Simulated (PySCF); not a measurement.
C₃H₇BrSi, SMILES Br[SiH](C)C=C.

Geometry: PBE0-D3(BJ)/def2-SVP. The values are those of a single conformer.

Calculation: PBE/def2-TZVP in PySCF.

Isolated molecule, no solvent.

Computed frontier levels, gap, dipole moment and polarisability:
| Property | Value |
|---|---|
| highest occupied level | -6.85 eV |
| lowest empty level | -1.64 eV |
| orbital gap | 5.21 eV |
| dipole moment | 1.99 D |
| quadrupole, principal values (traceless, Buckingham form, about the centre of nuclear charge) | -4.60, 1.57, 3.03 D·Å |
| mean static polarisability | 83.2 bohr³ (12.32 Å³) |
| polarisability, principal values | 65.2, 88.8, 95.6 bohr³ |
